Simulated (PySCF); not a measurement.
Stepwise substitution at one centre (Al NH2-H). Isolated molecules, 0 K electronic values unless said otherwise. Strings in code marks are SMILES.

Computed with r2SCAN-D4/def2-TZVP (PySCF). All candidates: neutral, multiplicity 1. Excitations are Tamm–Dancoff values on a coarser integration grid. The basis has no diffuse functions, so Rydberg states are missing or too high.

The HOMO–LUMO gap is 5.67 eV, the S1 excitation (TDA) is 5.65 eV and the T1 excitation (TDA) is 5.30 eV.

Say which member has these values.
(A) `[NH2][AlH2]`
(B) `[NH2][Al]([NH2])[NH2]`
(C) `[NH2][AlH][NH2]`

B, `[NH2][Al]([NH2])[NH2]`. The others give `[NH2][AlH2]`: 5.47 eV, 6.14 eV, 4.76 eV; `[NH2][AlH][NH2]`: 5.95 eV, 6.06 eV, 5.39 eV
